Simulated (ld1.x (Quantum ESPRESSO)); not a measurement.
# What one change does to a pseudopotential (rhodium, TM)

```json
{
 "Element": "rhodium (Rh)",
 "Generator": "ld1.x (Quantum ESPRESSO) 7.5",
 "Type": "norm-conserving Troullier–Martins (Kleinman–Bylander form)",
 "Functional": "revPBE",
 "Relativity": "scalar-relativistic",
 "Frozen core": "[Kr]",
 "Valence charge": "9",
 "Reference configuration": "4d8 5s0.5 5p0 (charge +0.5)",
 "Partial waves": "5p (bound, empty): rc 2.85 bohr; 4d (bound): rc 2.05 bohr; 4f channel at 0.05 Ry: rc 2.45 bohr; 5s (bound): rc 2.30 bohr",
 "Local potential": "the s channel",
 "Core correction": "a·sin(br)/r model core, default radius (core density twice the valence density)"
}
```

All-electron outer shells of the reference configuration (revPBE, scalar-relativistic, ld1.x):

| shell | level (eV) | outermost node (bohr) | outermost maximum (bohr) |
| --- | --- | --- | --- |
| 4p | -54.04 | 0.47 | 0.94 |
| 4d | -9.53 | 0.46 | 1.15 |
| 5s | -7.29 | 1.19 | 2.57 |
| 5p | -3.31 | 1.35 | 3.51 |

Change: wave 5s (bound): rc 2.30 bohr becomes 5s (bound): rc 1.70 bohr.

Cutoffs: the cutoffs (Ry, on a coarse ladder) from which the occupation-weighted sum of valence levels, in a spherical-Bessel basis at the reference potential, stays within 10 and 1 mRy of its value at 400 Ry; they do not see the model core or the augmentation charge, which bear on the density cutoff. Errors are all-electron minus pseudo energies relative to the spin-unpolarised reference configuration.

What does the change do?

The potential gets harder (50 Ry and 55 Ry → 50 Ry and 80 Ry); of the 7 tests that both files solve, the error grows in 1 and shrinks in 6 by more than 15 % and 0.3 meV (median size 16.5 → 7.0 meV); the range in which the s phases agree narrows (upper end 1.8 → -0.1); neither file shows a bound ghost. A smaller radius makes the pseudo-wave follow the all-electron one further in, where it bends more sharply, so more plane waves are needed.

```tsv
quantity	base	changed
cutoff, loose	50 Ry	50 Ry
cutoff, tight	55 Ry	80 Ry
loose cutoff by channel (10 mRy a level)	d 40 Ry, s 6 Ry	d 40 Ry, s 30 Ry
bound ghosts	none	none
error for 4d8 5s1 5p0, meV [ΔE -2.86 eV]	-2.0	+0.4
error for 4d8 5s0 5p0, meV [ΔE 4.47 eV]	-4.7	-2.3
error for 4d7 5s0 5p0, meV [ΔE 23.89 eV]	-143	-121
error for 4d9 5s0 5p0, meV [ΔE -3.81 eV]	-71	-44
error for 4d8 5s0 5p1, meV [ΔE 0.70 eV]	-0.8	-1.9
error for 4d8.5 5s0.5 5p0, meV [ΔE -3.51 eV]	-16	-7.0
error for 4d7 5s2 5p0, meV [ΔE -0.34 eV]	-161	-43
s: phases at 3.12 bohr within 0.05 rad from the reference energy up to (Ry; the scan ends near 5)	1.8	-0.1
p: phases at 3.12 bohr within 0.05 rad from the reference energy up to (Ry; the scan ends near 5)	2.5	3.4
d: phases at 3.12 bohr within 0.05 rad from the reference energy up to (Ry; the scan ends near 5)	0.5	0.6
f: phases at 3.12 bohr within 0.05 rad from the reference energy up to (Ry; the scan ends near 5)	2.7	2.9
```
